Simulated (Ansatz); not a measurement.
Program: Ansatz. Geometries: PBE0-D4/def2-TZVP. ΔE: electronic, gas phase. CBS: MP2 limit from def2 TZ/QZ plus the TZ coupled-cluster correction, frozen cores. This one scheme is used for every species. DFT in def2-TZVPP. For Mg outer-core shells are correlated without core-valence functions, which leaves a few kJ/mol of doubt a bond. Each species was taken in one conformer, which may not be the lowest.

Reaction (substitution at a C–O bond): `C[O][Al]([OH])[Cl]` + `[SiH3][O][Mg][SH]` → `C[S][Mg][O][SiH3]` + `[OH][Al]([OH])[Cl]`

| level | ΔE (kJ/mol) |
| --- | --- |
| ωB97X-V | -22.3 |
| LC-ωPBE | -25.0 |

Problem. What does CCSD(T)/CBS give? (An estimate is asked.)

Solution. Computed: -29.3 kJ/mol. The listed levels differ from it by 7.0, 4.3 kJ/mol.

Largest T1 diagnostic among the species: 0.011.

Leaving LDA and LC-ωPBE aside and taking each functional with its dispersion term where it has one, the values, not all of them listed here, spread over 11.6 kJ/mol, from revPBE-D4 to CAM-B3LYP-D4. LDA lies +4.4 kJ/mol from PBE without D4. In def2-TZVPP, CCSD(T) changes the Hartree–Fock value by −11.5 kJ/mol (the triples alone add −2.1 kJ/mol) and MP2 by −18.0 kJ/mol. From BLYP to BHLYP (50 % exact exchange), in def2-TZVPP and without D4, ΔE moves by +3.9 kJ/mol.
